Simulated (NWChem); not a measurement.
## Basis-set dependence for N-methylmethanimine (C2H5N)

```xyz
8

C     -1.1018     0.3452     0.0000
N      0.0354    -0.5448     0.0000
C      1.1976    -0.0473     0.0000
H     -1.7294     0.1339    -0.8824
H     -1.7294     0.1339     0.8824
H     -0.8381     1.4237     0.0000
H      1.3987     1.0455     0.0000
H      2.0757    -0.7107     0.0000
```
Charge 0, spin multiplicity 1.

The numbers come from NWChem runs, not from measurements. Structure: optimised with B3LYP/def2-SVP, a minimum by its harmonic frequencies.

Hartree-Fock energies in Ha, correlation energies in mHa.

The correlated methods keep 3 core orbitals frozen. Coupled-cluster values serve here as a point of comparison, not as the truth.

```
basis    functions         RHF     MP2  SCS-MP2     CCSD  CCSD+T(CCSD)  CCSD(T)  CR-CCSD[T]  CR-CCSD(T)   RI-MP2
-------  ---------  ----------  ------  -------  -------  ------------  -------  ----------  ----------  -------
STO-3G          20  -131.40456  -172.4   -185.3   -219.9        -221.8   -221.7      -221.5      -221.4  not run
cc-pVDZ         67  -133.07191  -444.5   -442.9   -480.5        -496.8   -496.2      -492.9      -492.5   -444.4
cc-pVTZ        160  -133.10964  -544.9   -546.8  not run       not run  not run     not run     not run   -544.8
```

From cc-pVDZ to cc-pVTZ the Hartree-Fock energy moves by -37.7 mHa and the MP2 correlation energy by -100.4 mHa, which is 18 % of its value in the larger set.
